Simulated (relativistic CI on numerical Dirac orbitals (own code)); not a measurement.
# I¹⁶⁺: sensitivity of the levels to the model

Base calculation: Dirac-Coulomb-Breit CI, orbitals from a KLI potential per configuration, model QED, unscaled Slater integrals.

CI space (outside the closed core [Ar] 3d10): 4s2 4p6 4d, 4s2 4p5 4d2, 4s2 4p6 4f, 4s 4p6 4d2, 4s2 4p5 4d 4f, 4s2 4p6 5s, 4s2 4p6 5p, 4s 4p6 4d 4f, 4s2 4p6 5d, 4s2 4p5 4d 5s, 4s2 4p6 5f, 4s2 4p6 6s, 4s2 4p5 4d 5p, 4s2 4p6 5g, 4s2 4p6 6p, 4s2 4p6 6d, 4s 4p6 4d 5s, 4s2 4p5 4d 5d, 4s 4p6 4f 5s, 4s2 4p6 6f, 4p6 4d3, 4p5 4d4, 4p5 4d3 4f, 4p6 4d 4f2, 4p5 4d2 4f2, 4p6 4f3, 4p5 4d 4f3, 4p6 4f2 5s, 4p6 4f2 5p, 4s 4p6 4f2, 4s 4p5 4f3. Double excitations out of closed p, d and f shells are left out; levels of such configurations are missing from the list, as are those of other unlisted configurations, and high levels can miss mixing partners. These lack a partner that the ground configuration has and come out too high: 4s2 4p5 4d 5s, 4s2 4p5 4d 5p, 4s2 4p5 4d 5d, 4s2 4p6 5d, 4s2 4p6 5f.

The lowest level and the first level of each name with at least 55 % of one term (blank where a level has no safe partner in the second run):

```
               Level  Base (cm⁻¹)  Shift (cm⁻¹)
   4s2 4p6 4d 2D_3/2            0             0
   4s2 4p6 4d 2D_5/2        19939          +637
 4s2 4p5 4d2 4D°_1/2       611030         +1308
 4s2 4p5 4d2 4D°_3/2       614950         +1330
 4s2 4p5 4d2 4D°_5/2       624368         +1630
 4s2 4p5 4d2 4G°_9/2       645115         +1911
4s2 4p5 4d2 4G°_11/2       650319         +2332
 4s2 4p5 4d2 4P°_5/2       654640         +1902
 4s2 4p5 4d2 4P°_1/2       673264         +1825
 4s2 4p5 4d2 2D°_5/2       677925         +2258
 4s2 4p5 4d2 2F°_7/2       680378         +2115
 4s2 4p5 4d2 4F°_9/2       681987         +2353
4s2 4p5 4d2 2H°_11/2       685773         +2224
 4s2 4p5 4d2 2P°_1/2       701752         +2387
```

At this charge energies of transitions that change n are usually good to better than 1 %, and those within a shell (Δn = 0) to a few per cent.

Task: One thing was changed in a second run, which moved the levels as shown. Which?
A. QED terms removed
B. Breit term removed
C. configuration mixing switched off
D. non-relativistic limit

Result: B. Breit term removed. The Breit term mainly narrows fine-structure intervals, so removing it widens them.

LS names give the leading component of a level, which can be under half, so a name can repeat, a term be missing and a line seem to break the LS rules.
